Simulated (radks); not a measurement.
All-electron atom: Rb in [Kr] 5s(up 0.75, down 0.25) (fractional occupations, a model configuration). Method: non-relativistic Kohn-Sham, PBE, spin-polarised, spherical densities, point nucleus; relativity is left out, which matters for an element this heavy; computed with a radial shooting solver on a logarithmic mesh with Libxc functionals.

Normalised radial functions P(r) = r R(r), r in bohr:

r	4s down	4p up
0.005235	0.0871	0.0044
0.00826	0.1218	0.0104
0.01293	0.1570	0.0234
0.02023	0.1762	0.0500
0.03192	0.1454	0.0999
0.04997	0.0266	0.1736
0.07821	-0.1713	0.2427
0.1234	-0.3002	0.2153
0.1931	-0.1019	-0.0126
0.3047	0.3604	-0.3402
0.4769	0.3917	-0.3290
0.7465	-0.3170	0.2120
1.178	-0.9195	0.7737
1.843	-0.6955	0.7475
2.885	-0.2116	0.3416
4.552	-0.0217	0.0695
7.125	-0.0005	0.0051
11.24	0.0000	0.0001
17.59	0.0000	0.0000

4s down: eigenvalue -30.796 eV, 3 radial nodes at r = 0.0535, 0.215, 0.631 bohr, <r> = 1.48 bohr, 90 % of the charge inside 2.19 bohr. 4p up: eigenvalue -16.049 eV, 2 radial nodes at r = 0.190, 0.646 bohr, <r> = 1.73 bohr, 90 % of the charge inside 2.63 bohr.
